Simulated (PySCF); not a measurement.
How methods differ on the excitation energy of Cl⁺

Cl⁺ [Ne] 3s2 3p4 (3P) → Cl⁺ [Ne] 3s1 3p5 (3P), as a difference of total energies. Calculation: PySCF 2.14, in aug-cc-pV(T+d)Z with one added diffuse shell each of s, p, d, f type (7s6p5d3f, 71 functions); no relativity, point nucleus. Correlated levels: valence: [Ne] frozen. The calculations carry no spin-orbit coupling.

```tsv
method	excitation energy (cm⁻¹)	error (cm⁻¹)
UHF	115310	+21967
MP2 (valence)	104600	+11259
SCS-MP2 (valence)	103290	+9948
CCSD (valence)	95933	+2590
CCSD(T) (valence)	92547	-796
```

Reference: 93343 cm⁻¹ (measured; NIST levels, between the centres of gravity of the two terms).

Errors of the correlated levels include the incompleteness of this basis and the frozen core.
